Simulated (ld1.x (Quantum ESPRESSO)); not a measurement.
**Scattering properties, PAW potential for Zr (Z = 40)**

Zr, PAW, made with ld1.x (Quantum ESPRESSO) 7.5 (LDA (PZ), fully relativistic). Core [Ar] 3d10, reference 4s2 4p6 4d2 5s2 5p0. Waves: 4s (bound): rcut 2.05, rcutus 2.45 bohr; 5s (bound): rcut 2.05, rcutus 2.45 bohr; 4p (bound): rcut 1.80, rcutus 2.05 bohr; 5p (bound, empty): rcut 1.80, rcutus 2.05 bohr; 4d (bound): rcut 1.40, rcutus 1.80 bohr; 4d channel at 2.95 Ry: rcut 1.40, rcutus 1.80 bohr; 4f channel at 0.25 Ry: rcut 1.60, rcutus 1.95 bohr; 4f channel at 1.4 Ry: rcut 1.60, rcutus 1.95 bohr. Local part: all-electron potential smoothed inside 1.95 bohr (lloc = -2). Core correction: Bessel-smoothed model core inside 0.80 bohr. Augmentation charge: PSQ, inside the norm-conserving radii.

Open shells are filled in proportion to 2j + 1 (rel_dist='average').

The phase is arctan(r·u′/u) with u = r·R(r), unwrapped; energies in Ry, scanned from -6 to 5 Ry. A pole is an energy at which the radial function vanishes at the test radius. The pseudo phase is shifted by a multiple of π to meet the all-electron one at the reference energy, and phase errors are pseudo minus all-electron; the curves can meet again beyond the range given. Levels narrower than the energy grid can be missing from the lists of poles.

**Question.** For each channel, where are the poles, and over which energies does the pseudopotential scatter like the atom?

**Answer.**

```
channel  radius (bohr)  reference energy (Ry)  poles, all-electron  poles, pseudo  unbroken range about the reference energy with phases within 0.05 rad  phase error 1 Ry above the reference energy (rad)
      s           2.66                  -0.34          -3.94, 2.97    -3.94, 1.33                                                             below -0.2                                             -0.350
   p1/2           2.66                  -0.12          -2.33, 4.07    -2.33, 3.94                                                        the whole range                                             -0.004
   p3/2           2.66                  -0.11          -2.18, 4.23    -2.18, 4.09                                                        the whole range                                             -0.003
   d3/2           2.66                  -0.28                 0.40           0.40                                                        the whole range                                             +0.000
   d5/2           2.66                  -0.27                 0.42           0.42                                                        the whole range                                             +0.000
   f5/2           2.66                   0.25                 3.06           3.07                                                        the whole range                                             +0.000
   f7/2           2.66                   0.25                 3.07           3.07                                                        the whole range                                             +0.000
```

The ghost test of this file was not conclusive.

Phases in the p1/2 channel:

| E (Ry) | all-electron | pseudo |
| --- | --- | --- |
| -6.00 | 1.403 | 1.403 |
| -5.48 | 1.393 | 1.393 |
| -4.96 | 1.380 | 1.380 |
| -4.44 | 1.363 | 1.363 |
| -3.92 | 1.339 | 1.339 |
| -3.40 | 1.295 | 1.295 |
| -2.88 | 1.141 | 1.141 |
| -2.36 | -1.544 | -1.544 |
| -1.84 | -1.752 | -1.752 |
| -1.32 | -1.826 | -1.826 |
| -0.80 | -1.901 | -1.902 |
| -0.28 | -2.017 | -2.017 |
| 0.24 | -2.250 | -2.250 |
| 0.76 | -2.880 | -2.883 |
| 1.28 | -3.883 | -3.889 |
| 1.80 | -4.328 | -4.333 |
| 2.32 | -4.504 | -4.509 |
| 2.84 | -4.596 | -4.602 |
| 3.36 | -4.655 | -4.662 |
| 3.88 | -4.699 | -4.708 |
| 4.40 | -4.734 | -4.747 |
| 4.92 | -4.767 | -4.786 |
